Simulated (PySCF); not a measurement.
**Stationary points of InF(OH)**

Method: PBE0 in PySCF with In def2-TZVP with ECP28, F def2-TZVP, O def2-TZVP, H def2-TZVP; scalar-relativistic core potentials, no spin–orbit coupling; density-fitted integrals.

Relaxations began from a few typed shapes; open shells are unrestricted. The search is not exhaustive: other isomers or separated fragments can lie lower, and high-lying points may rest on an excited occupation.

```json
{"spin": "doublet", "group": "Cs", "bonds": "In–F 1.961 Å, In–O 2.006 Å, O–H 0.962 Å", "angles": "F–In–O 115.0°, H–O–In 112.4°", "imaginary modes (cm⁻¹)": "none", "ΔE (kJ/mol)": "0.0", "ΔE with ZPE (kJ/mol)": "0.0"}
{"spin": "doublet", "group": "Cs", "bonds": "In–F 1.970 Å, In–O 2.003 Å, O–H 0.965 Å", "angles": "F–In–O 114.1°, H–O–In 108.7°", "imaginary modes (cm⁻¹)": "none", "ΔE (kJ/mol)": "5.0", "ΔE with ZPE (kJ/mol)": "4.9"}
```

The lowest minimum found is the doublet Cs: In–F 1.961 Å, In–O 2.006 Å, O–H 0.962 Å; F–In–O 115.0°, H–O–In 112.4°.

For the lowest minimum: no spin–orbit coupling is included, which matters more the heavier the element.
